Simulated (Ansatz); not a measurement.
```xyz
13

B     1.744   -0.128   -1.573
Si    0.849   -0.557    0.172
C    -0.907    0.189    0.269
N    -1.451    0.102    1.589
O    -0.814    1.582   -0.050
H     1.234    0.552   -2.417
H     2.836   -0.551   -1.812
H     1.665    0.012    1.284
H     0.805   -2.043    0.359
H    -1.549   -0.288   -0.494
H    -2.456    0.216    1.608
H    -1.198   -0.747    2.072
H    -0.759    1.662   -1.007
```

Total charge 0; spin multiplicity 1.

List the PBE0/def2-TZVPP orbital energies in eV (Ansatz 0.2.0). (An estimate is asked.)

The calculation gave: Occupied: -1802.05, -522.61, -391.01, -280.01, -185.24, -144.46, -99.12, -99.11, -99.08, -28.70, -24.66, -18.15, -15.66, -14.47, -14.23, -13.02, -12.63, -10.97, -10.17, -9.86, -9.54, -8.43, -7.68, -6.86. Lowest empty: -2.48, 0.64, 1.06, 1.27, 1.82, 2.06, 2.27, 2.45.
